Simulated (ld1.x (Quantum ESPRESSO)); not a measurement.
# Which change was made? (Ga, ultrasoft)

ld1.x (Quantum ESPRESSO) 7.5 input, shortened:

```
&input
   title='Ga', zed=31., rel=1, dft='PBE', iswitch=3,
   config='[Ar] 3d10 4s1 4p2'
 /
 &inputp
   pseudotype=3, tm=.true., lloc=-1, rcloc=0.90,
   nlcc=.false.
 /
6
4S  1  0   1.00   0.00  1.40  1.60  0.0
4S  1  0   0.00   0.30  1.40  1.60  0.0
4P  2  1   2.00   0.00  2.00  2.35  0.0
4P  2  1   0.00   0.65  2.00  2.35  0.0
3D  3  2  10.00   0.00  0.55  0.75  0.0
3D  3  2   0.00  -0.85  0.55  0.75  0.0
 &test
   configts(1)='3d10 4s1 4p2'
 /
```

Cutoffs, loose and tight: the cutoffs (Ry, on a coarse ladder) from which the occupation-weighted sum of valence levels, in a spherical-Bessel basis at the reference potential, stays within 10 and 1 mRy of its value at 400 Ry. They do not see the model core or the augmentation charge, which bear on the density cutoff. Test errors are all-electron minus pseudo excitation energies from the reference, over the configurations 3d10 4s2 4p1; 3d10 4s2 4p0; 3d10 4s1 4p0; 3d10 4s2 4p0.5; 3d9 4s0 4p0; 3d10 4s1 4p1; 3d10 4s0 4p3; variants that change the core or the reference have their own tests.

The base gives: outcome: generated; cutoff, loose: 300 Ry; cutoff, tight: over 300 Ry; bound ghosts: s; largest test error (meV): +225.

Q: After one change the result is: outcome: generated; cutoff, loose: 230 Ry; cutoff, tight: over 300 Ry; bound ghosts: s; largest test error (meV): +243. Which change was it?
A. all radii scaled by about 1.11 (s 1.78, p 2.60, d 0.84 bohr, rcut 1.54/2.22/0.60); local potential all-electron potential smoothed inside 1.00 bohr (lloc = -1)
B. all radii scaled by about 0.83 (s 1.34, p 1.96, d 0.62 bohr, rcut 1.16/1.66/0.46); local potential all-electron potential smoothed inside 0.76 bohr (lloc = -1)
C. all radii scaled by about 1.38 (s 2.22, p 3.24, d 1.04 bohr, rcut 1.94/2.76/0.76); local potential all-electron potential smoothed inside 1.24 bohr (lloc = -1)

A: A. The others give: all radii scaled by about 1.38 (s 2.22, p 3.24, d 1.04 bohr, rcut 1.94/2.76/0.76); local potential all-electron potential smoothed inside 1.24 bohr (lloc = -1) → outcome: failed: the pseudo-atom did not reach self-consistency | all radii scaled by about 0.83 (s 1.34, p 1.96, d 0.62 bohr, rcut 1.16/1.66/0.46); local potential all-electron potential smoothed inside 0.76 bohr (lloc = -1) → outcome: failed: run_pseudo: Errors in PS-KS equation.
